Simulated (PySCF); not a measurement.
Compound: C6H6NO2 (charge -1).
SMILES: `C/N=C/c1ccoc1[O-]`

The closed-shell SCF was solved with PySCF and density fitting under several settings on one GFN2-xTB geometry (grid level 2 and gas phase unless stated).

```json
{"settings": "PBE0/pcSseg-1", "basis functions": "183", "SCF cycles": "16", "E (Eh)": "-436.9326", "HOMO (eV)": "-0.38", "LUMO (eV)": "4.43"}
{"settings": "B3LYP/MINI, IEF-PCM water", "basis functions": "51", "SCF cycles": "13", "E (Eh)": "-434.1964", "HOMO (eV)": "-5.34", "LUMO (eV)": "-0.78"}
```

Task: Estimate the row for these settings: KT3/3-21G, energy threshold 1e-11 Eh, start guess vsap.

Result: 
```csv
settings,basis functions,SCF cycles,E (Eh),HOMO (eV),LUMO (eV)
"KT3/3-21G, energy threshold 1e-11 Eh, start guess vsap",93,17,-441.5556,1.13,4.32
```

Task: Over all rows, what range does the HOMO–LUMO gap span?

Result: From 3.19 eV (KT3/3-21G, energy threshold 1e-11 Eh, start guess vsap) to 4.81 eV (PBE0/pcSseg-1). The functional of the narrowest has no exact exchange, that of the widest 25 % exact exchange.

Cycle counts include a coarse-grid stage where the run had one. KT3 was designed for NMR shieldings or shifts; total energies of different functionals aren't comparable. The HOMO energy is positive at KT3/3-21G; such an orbital is held in place by the finite basis. The structure is a single GFN2-xTB conformer; no vibrational corrections.

The values belong to the conformer `[CH3:1]/[N:2]=[CH:3]/[c:4]1[cH:5][cH:6][o:7][c:8]1[O-:9]`: N2–C3–C4–C5 0°.
